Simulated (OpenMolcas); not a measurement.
# Computed levels of Sn2+

```yaml
Program: OpenMolcas 26.06
Method: "SS-CASPT2, IPEA 0.25 Eh, imaginary shift 0.1 Eh (closed shells correlated: 4d)"
Basis: ANO-RCC-VTZP [7s6p4d2f1g]
Scalar_Hamiltonian: DKH2, point nucleus
Active_space: 2 electrons in 8 orbitals (5s 5p 6s 6p)
State_averaging: 2S+1 = 3 even, 3 roots (0 in the spin-orbit step); 2S+1 = 1 even, 1 root; 2S+1 = 3 odd, 3 roots; 2S+1 = 1 odd, 3 roots
Spin-orbit_coupling: state interaction with AMFI integrals over the reference wave functions, term energies averaged over their components
```

Spin-free terms above the lowest, with the occupations of the reference (each correlating shell added to its valence partner):

```
Configuration  Term  E (cm-1)      Occupations
          5s2    1S       0.0  5s 1.92 5p 0.08
        5s 5p   3P*     56533  5s 1.00 5p 1.00
        5s 5p   1P*     78408  5s 1.00 5p 1.00
```

With spin-orbit coupling, above the lowest level:

| Configuration | Term | J | E (cm-1) | Measured (cm-1) | g | Term weight % |
| --- | --- | --- | --- | --- | --- | --- |
| 5s2 | 1S | 0 | 0.0 | 0.0 |  | 100 |
| 5s 5p | 3P* | 0 | 53377 | 53548 |  | 100 |
| 5s 5p | 3P* | 1 | 54797 | 55196 | 1.498 | 99 |
| 5s 5p | 3P* | 2 | 58111 | 59229 | 1.501 | 100 |
| 5s 5p | 1P* | 1 | 78566 | 79911 | 1.003 | 99 |

Against the 4 measured excited levels shown (Moore, Atomic Energy Levels, vol. III, NSRDS-NBS 35 (1971 reprint of NBS Circular 467, 1958)) the mean absolute deviation is 760 cm-1; the largest miss in energy is 5s 5p 1P* 1: computed 78566, measured 79911 cm-1 (-1.7 %).

Some high roots are left out of the spin-orbit mixing, which shifts the levels that they would mix with. Active for correlation alone: 6p 6s; no level in the range computed is led by a configuration that fills them, so any true level of that kind is missing. Computed and measured levels are paired by configuration, term and J; levels that our copy of the source lacks, or whose pairing is in doubt (as where it misses far off the trend of its configuration), stay unpaired and out of the deviations. Levels of configurations outside the active space are missing. The first state left out of the spin-orbit step lies near 130000 cm-1 above the lowest spin-free state of the reference (among the parities and spins computed), and the list stops at four fifths of that energy or lower.

The term weight is that of the spin-free term in the level, not the purity of its configuration. * marks odd parity.
